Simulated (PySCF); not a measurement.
C4H10N (SMILES [CH2]C(C)(C)N), doublet, geometry from GFN2-xTB; PySCF with PBE0/STO-3G.

The PySCF input:
```python
from pyscf import gto, scf, dft

mol = gto.M(
    atom='''
C     0.67820005   -0.41699441    1.29444918
C     0.02857092   -0.02960167    0.02237235
C    -0.90329571   -1.12664449   -0.49435635
C     1.05588681    0.34741539   -1.04597549
N    -0.80498467    1.17133937    0.27104294
H     0.13254030   -0.98583015    2.02430752
H     1.56583299    0.09255802    1.62075569
H    -1.63236915   -1.39634447    0.26643342
H    -1.43433206   -0.77216324   -1.37336694
H    -0.33024515   -2.01216935   -0.75474050
H     0.54531946    0.71729722   -1.93074925
H     1.72006284    1.12597566   -0.67746316
H     1.65311761   -0.51991661   -1.31316773
H    -1.51135369    0.97099308    0.97128310
H    -0.22985286    1.93517531    0.61046915
''',
    basis='sto-3g',
    spin=1,
    verbose=4,
)

mf = dft.UKS(mol)
mf.xc = 'pbe0'
mf.kernel()
```

Predict the main parts of the log of this PySCF run.


```
PySCF version 2.14.0

[INPUT] verbose = 4
[INPUT] num. atoms = 15
[INPUT] num. electrons = 41
[INPUT] charge = 0
[INPUT] spin (= nelec alpha-beta = 2S) = 1
[INPUT] symmetry False subgroup None
[INPUT] Mole.unit = angstrom
[INPUT] Symbol           X                Y                Z      unit          X                Y                Z       unit  Magmom
[INPUT]  1 C      0.678200050000  -0.416994410000   1.294449180000 AA    1.281612352166  -0.788005230375   2.446154432368 Bohr   0.0
[INPUT]  2 C      0.028570920000  -0.029601670000   0.022372350000 AA    0.053991213927  -0.055939049130   0.042277614263 Bohr   0.0
[INPUT]  3 C     -0.903295710000  -1.126644490000  -0.494356350000 AA   -1.706981501395  -2.129049525850  -0.934198109440 Bohr   0.0
[INPUT]  4 C      1.055886810000   0.347415390000  -1.045975490000 AA    1.995336889441   0.656519938559  -1.976607209108 Bohr   0.0
[INPUT]  5 N     -0.804984670000   1.171339370000   0.271042940000 AA   -1.521200560773   2.213510608221   0.512196924597 Bohr   0.0
[INPUT]  6 H      0.132540300000  -0.985830150000   2.024307520000 AA    0.250464867468  -1.862948988839   3.825386804698 Bohr   0.0
[INPUT]  7 H      1.565832990000   0.092558020000   1.620755690000 AA    2.958995507909   0.174909308432   3.062784368930 Bohr   0.0
[INPUT]  8 H     -1.632369150000  -1.396344470000   0.266433420000 AA   -3.084730627689  -2.638708623851   0.503486194231 Bohr   0.0
[INPUT]  9 H     -1.434332060000  -0.772163240000  -1.373366940000 AA   -2.710494765083  -1.459177047057  -2.595287385132 Bohr   0.0
[INPUT] 10 H     -0.330245150000  -2.012169350000  -0.754740500000 AA   -0.624072887466  -3.802448987744  -1.426252840117 Bohr   0.0
[INPUT] 11 H      0.545319460000   0.717297220000  -1.930749250000 AA    1.030504429796   1.355495295712  -3.648587297709 Bohr   0.0
[INPUT] 12 H      1.720062840000   1.125975660000  -0.677463160000 AA    3.250447684642   2.127785620326  -1.280219831882 Bohr   0.0
[INPUT] 13 H      1.653117610000  -0.519916610000  -1.313167730000 AA    3.123939534596  -0.982500000512  -2.481527365317 Bohr   0.0
[INPUT] 14 H     -1.511353690000   0.970993080000   0.971283100000 AA   -2.856044551451   1.834910990048   1.835459048419 Bohr   0.0
[INPUT] 15 H     -0.229852860000   1.935175310000   0.610469150000 AA   -0.434358954348   3.656951338920   1.153619500996 Bohr   0.0

nuclear repulsion = 191.210369326613
number of shells = 25
number of NR pGTOs = 105
number of NR cGTOs = 35
basis = sto-3g
ecp = {}

******** <class 'pyscf.dft.uks.UKS'> ********
method = UKS
initial guess = minao
damping factor = 0
level_shift factor = 0
DIIS = <class 'pyscf.scf.diis.CDIIS'>
diis_start_cycle = 1
diis_space = 8
diis_damp = 0
SCF conv_tol = 1e-09
SCF conv_tol_grad = None
SCF max_cycles = 50
direct_scf = True
direct_scf_tol = 1e-13
number electrons alpha = 21  beta = 20
XC library pyscf.dft.libxc version 7.1.2
    S. Lehtola, C. Steigemann, M. J. T. Oliveira, and M. A. L. Marques,  SoftwareX 7, 1–5 (2018)
XC functionals = pbe0
    C. Adamo and V. Barone,  J. Chem. Phys. 110, 6158 (1999)
    M. Ernzerhof and G. E. Scuseria,  J. Chem. Phys. 110, 5029 (1999)
radial grids:
    Treutler-Ahlrichs [JCP 102, 346 (1995); DOI:10.1063/1.469408] (M4) radial grids

becke partition: Becke, JCP 88, 2547 (1988); DOI:10.1063/1.454033
pruning grids: <function nwchem_prune>
grids dens level: 3
symmetrized grids: False
atomic radii adjust function: <function treutler_atomic_radii_adjust>
small_rho_cutoff = 0
Set gradient conv threshold to 3.16228e-05
tot grids = 168456
init E= -210.641307616319

cycle= 1 E= -210.227013990396  delta_E= 0.414  |g|= 0.242  |ddm|= 3.26
cycle= 2 E= -210.245244474523  delta_E= -0.0182  |g|= 0.186  |ddm|= 0.554
cycle= 3 E= -210.266407625441  delta_E= -0.0212  |g|= 0.0298  |ddm|= 0.269
cycle= 4 E= -210.266992865603  delta_E= -0.000585  |g|= 0.00732  |ddm|= 0.0498
cycle= 5 E= -210.267063289233  delta_E= -7.04e-05  |g|= 0.00252  |ddm|= 0.0206
cycle= 6 E= -210.267069733701  delta_E= -6.44e-06  |g|= 0.00103  |ddm|= 0.00632
cycle= 7 E= -210.267070715047  delta_E= -9.81e-07  |g|= 0.000159  |ddm|= 0.00235
cycle= 8 E= -210.267070746116  delta_E= -3.11e-08  |g|= 4.88e-05  |ddm|= 0.000467
cycle= 9 E= -210.267070748024  delta_E= -1.91e-09  |g|= 1.87e-05  |ddm|= 0.0001
cycle= 10 E= -210.267070748318  delta_E= -2.94e-10  |g|= 4.12e-06  |ddm|= 3.41e-05
Extra cycle  E= -210.267070748341  delta_E= -2.38e-11  |g|= 2.01e-06  |ddm|= 9.72e-06
converged SCF energy = -210.267070748341  <S^2> = 0.75528015  2S+1 = 2.0052732
```
